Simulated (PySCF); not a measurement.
## Two-component Hartree-Fock for Ni²⁺ (nickel, charge +2)

Start: [Ar] 3d7 4s1; 3d3/2 filled at m_j = +1/2, +3/2; 3d5/2 filled at m_j = -3/2, -1/2, +1/2, +3/2, +5/2; 4s1/2 filled at m_j = +1/2. Calculated with PySCF 2.14 in x2c-TZVPall-2c: generalised Hartree-Fock with the X2C-1e Hamiltonian and a Gaussian nucleus; one run each with spin-orbit coupling (SO) switched off, then screened by Boettger's factors. This is a chosen level, not necessarily the ground level.

| spinor shell | electrons | ε, spin-free (eV) | ε, screened SO (eV) | weight of nominal j (screened SO) | rms radius, screened SO (bohr) |
| --- | --- | --- | --- | --- | --- |
| 1s1/2 | 2 | -8430.7 | -8430.5 | 1.000 | 0.0624 |
| 2s1/2 | 2 | -1079.6 | -1079.6 | 1.000 | 0.265 |
| 2p1/2 | 2 | -928.71 | -941.23 | 0.995 | 0.236 |
| 2p3/2 | 4 | -928.71 | -922.55 | 0.998 | 0.239 |
| 3s1/2 | 2 | -163.71 | -163.68 | 1.000 | 0.789 |
| 3p1/2 | 2 | -117.01 | -122.95 | 0.645 | 0.831 |
| 3p3/2 | 4 | -117.01 | -114.04 | 0.822 | 0.840 |
| 3d5/2 | 5 | -47.033 | -48.257 | 0.577 | 0.997 |
| 3d3/2 | 2 | -47.033 | -43.994 | 0.674 | 1.02 |
| 4s1/2 | 1 | -27.537 | -27.535 | 1.000 | 2.52 |

```
   quantity    spin-free  screened SO
E (hartree)  -1518.02055  -1518.05840
        M_J            5            5
       ⟨J²⟩       30.004       30.004
       ⟨L²⟩       12.003       12.024
       ⟨S²⟩        6.001        5.992
```

Each row is a mean over spinors that exchange with the open shell spreads, by up to 13.438 eV (3p3/2).

Rows whose weight is well below 1 are mixtures of j = l ± 1/2: exchange outweighs spin-orbit coupling there, and the label is only the starting occupation.

Without spin-orbit coupling the j labels of p, d and f shells carry no meaning; the spin-free column gives the mean over the occupied spinors of each nl shell.
